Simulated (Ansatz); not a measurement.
Stepwise reaction of `[Cl][SnH2][Cl]` with water, as a gas-phase model of exchange steps in deposition or etching. ΔE in kJ/mol; ΔG adds harmonic PBE0-D4 terms to CCSD(T)/CBS, at 1 bar.

Program: Ansatz. Geometries: PBE0-D4/def2-TZVP. ΔE: electronic, gas phase. CCSD(T)/CBS adds triple-zeta CCSD(T) − MP2 to the extrapolated MP2 energy (def2 sets, frozen cores). This one scheme is used for every species. DFT in def2-TZVPP. B3LYP here is the variant with VWN-RPA as its local correlation; programs differ in this. def2 core potentials past Kr. For Sn outer-core shells are correlated without core-valence functions, which leaves a few kJ/mol of doubt a bond. Each species was taken in one conformer, which may not be the lowest.

| step | reaction | PBE-D4 | B3LYP-D4 | ωB97M-V | CCSD(T)/CBS | ΔG(400 K) |
| --- | --- | --- | --- | --- | --- | --- |
| 1 | `[Cl][SnH2][Cl]` + H₂O → `[OH][SnH2][Cl]` + HCl | 65.8 | 66.9 | 67.2 | 67.7 | 58.4 |

(1) Give the row of step 2, `[OH][SnH2][Cl]` + H₂O → `[OH][SnH2][OH]` + HCl. (Estimate.)

(2) By hand: ΔE of the 2 steps together at CCSD(T)/CBS.

Results:

(1) The calculation gave: 
```csv
step,reaction,PBE-D4,B3LYP-D4,ωB97M-V,CCSD(T)/CBS,ΔG(400 K)
2,`[OH][SnH2][Cl]` + H₂O → `[OH][SnH2][OH]` + HCl,69.0,70.1,70.3,70.3,67.6
```

(2) (67.7) + (70.3) = 138.0 kJ/mol, or 69.0 kJ/mol a step.

In ΔE the steps differ by no more than 2.6 kJ/mol. All are uphill at CCSD(T)/CBS. ΔG lies between 58.4 and 67.6 kJ/mol a step. PBE-D4 differs from CCSD(T)/CBS by -1.9 to -1.3 kJ/mol a step. Isolated molecules leave out the surface, adducts and barriers. Largest T1 diagnostic: 0.014.
